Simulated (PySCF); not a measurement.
C4H9Cl, SMILES CCCCCl.

Coordinates come from a PBE-D3(BJ)/def2-SVP optimisation. Other conformers were not sampled.

All values below come from SMD-ωB97X/def2-SVP (PySCF).

Solvation free energies are E(SMD) − E(gas) at the gas-phase geometry, for 1 M in both phases. In vacuum the dipole moment is 1.96 D.

Question: Estimate the solvation free energies in water, methanol, diethylether. (Estimate from the structure and the level; the computed values follow.)

Answer: 
```json
[
 {"solvent": "water", "ΔG(solv) (kcal/mol)": "-0.2", "its non-electrostatic (CDS) part": "2.7", "dipole (D)": "2.59"},
 {"solvent": "methanol", "ΔG(solv) (kcal/mol)": "-4.7", "its non-electrostatic (CDS) part": "-1.9", "dipole (D)": "2.57"},
 {"solvent": "diethylether", "ΔG(solv) (kcal/mol)": "-4.9", "its non-electrostatic (CDS) part": "-2.9", "dipole (D)": "2.37"}
]
```
